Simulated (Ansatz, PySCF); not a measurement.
Process, species as SMILES: C1CCCSCC1 + H+ → C1CCC[SH+]CC1
Each molecule is optimised on its own at B3LYP-D3(BJ)/def2-TZVP (Ansatz, a program for electronic structure), one conformer each, not searched for the lowest. Frequencies are from Ansatz or PySCF.

Property: proton affinity (enthalpy at 298 K, with B3LYP-D3(BJ) rigid-rotor harmonic-oscillator terms), positive where the reaction releases energy, in eV. Cores are frozen in the correlated levels unless marked. No spin-orbit coupling. No relativistic terms. CBS marks a two-point X^-3 extrapolation of the correlation energy; Hartree-Fock from the larger set. [CCSD(T)-MP2]/basis is that difference in the basis named.

```csv
level,program,proton affinity (eV)
HF/6-31G*,Ansatz,8.86
BLYP-D3(BJ)/def2-TZVPD,Ansatz + dftd3,9.05
```

What does RI-MP2/CBS(cc-pV(T+d)Z,cc-pV(Q+d)Z)+[CCSD(T)-MP2]/cc-pV(T+d)Z (Ansatz) give?

8.92 eV, so BLYP-D3(BJ)/def2-TZVPD differs from it by 0.13 eV.
